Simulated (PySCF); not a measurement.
O₂S, charge -1, doublet, at a GFN2-xTB geometry (a state made from the parent by changing its charge; the spin is typed, not shown lowest).

Here is a job for PySCF.
```python
from pyscf import gto, scf, mp

mol = gto.M(
    atom='''
O    -1.24295900    0.47960799   -0.02685326
S    -0.02078318   -0.41688237    0.02148269
O     1.28452537    0.35415674   -0.01611211
''',
    basis='def2-svp',
    charge=-1,
    spin=1,
    verbose=4,
)

mf = scf.UHF(mol)
mf.kernel()

pt = mp.MP2(mf)
pt.kernel()
print('E(MP2) = %.10f' % pt.e_tot)
```

Question: What does this run give for the SCF-reference <S^2>, nuclear repulsion energy, SCF-reference Mulliken (on the basis functions themselves) charges in atom order, SCF-reference HOMO energy?

Answer: 
The SCF-reference <S^2> is 0.767 and the nuclear repulsion energy comes out as 102.7138 Eh. The SCF-reference Mulliken (on the basis functions themselves) charges in atom order comes out as O1 -0.81, S2 0.62, O3 -0.81 and the SCF-reference HOMO energy is -2.20 eV.

These values belong to the state on which the SCF converged, which isn't shown to be the lowest.
